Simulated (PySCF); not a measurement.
Vertical excitation energies

Compound: C7H7F.
Structure used (GFN2-xTB), in Å, numbered top down from 1:
```
atom  x, y, z in Å
C1    -2.3224   -1.7794   -0.1925
C2    -1.7925   -0.7133   -0.0418
C3    -1.1375    0.5336    0.1343
C4     0.3155    0.5876    0.0820
C5     1.0968   -0.4695   -0.1259
C6     2.5824   -0.4143   -0.1805
C7    -1.8965    1.6182    0.3447
F8    -1.3651    2.8400    0.5226
H9    -2.7991   -2.7048   -0.3238
H10    0.7452    1.5701    0.2249
H11    0.6509   -1.4460   -0.2664
H12    3.0100   -1.0625    0.5845
H13    2.9465    0.5989   -0.0289
H14    2.9361   -0.7759   -1.1460
H15   -2.9748    1.6253    0.3908
```

Method used: TDDFT PBE0/def2-SVPD, vertical, gas phase, core orbitals frozen in the response (PySCF 2.14.0, density-fitted response routines).

```csv
state,E (eV),E (hartree),f,|μ| (D),symmetry,"main configurations (H = HOMO, L = LUMO)"
S1,5.28,0.1939,0.458,4.78,A′,H→L (95%)
S2,5.65,0.2076,0.0001,0.07,–,"H-2→L (84%), H→L+2 (9%)"
S3,5.73,0.2107,0.035,1.27,A′,"H-1→L (80%), H→L+1 (18%)"
S4,5.84,0.2147,0.0002,0.10,–,"H→L+2 (78%), H-2→L (11%)"
S5,6.16,0.2263,0.197,2.91,A′,"H→L+1 (73%), H-1→L (13%)"
S6,6.37,0.2341,0.0008,0.18,–,H→L+3 (86%)
```

Triplets, Tamm–Dancoff:

| state | E (eV) | λ (nm) | main configurations (H = HOMO, L = LUMO) |
| --- | --- | --- | --- |
| T1 | 2.89 | 429.0 | H→L (94%) |
| T2 | 4.33 | 286.6 | H-1→L (51%), H→L+1 (41%) |

The lowest singlet comes at 235 nm (509 kJ/mol) in the ultraviolet; it is strong; its leading configuration is HOMO→LUMO (95%). The lowest level is also the most intense of those listed (f = 0.458). Löwdin shares by element: HOMO carbon 66% or more (atoms not listed hold the other 34%); LUMO carbon 67% or more (atoms not listed hold the other 33%). The listed states span 1.09 eV, and the widest gap between neighbours is 0.37 eV (S1 to S2). Of the 6 states listed, 3 reach f = 0.01 and 2 stay under 0.0005. The oscillator strengths of these states sum to 0.691; summed over the whole spectrum of an exact calculation they would give the number of electrons, 58 (Thomas–Reiche–Kuhn). Symmetry labels in Cs follow from the direction of the transition dipole and are given only for states with f of 0.002 or more. Singlets were solved by full linear response, triplets in the Tamm–Dancoff approximation.

Hardware: Intel Xeon Platinum 8488C, one thread, shared host with 192 logical CPUs at a one-minute load of 69. Cost: 32 s of wall time, 0.88 GiB resident at most.

One conformer stands for the species.
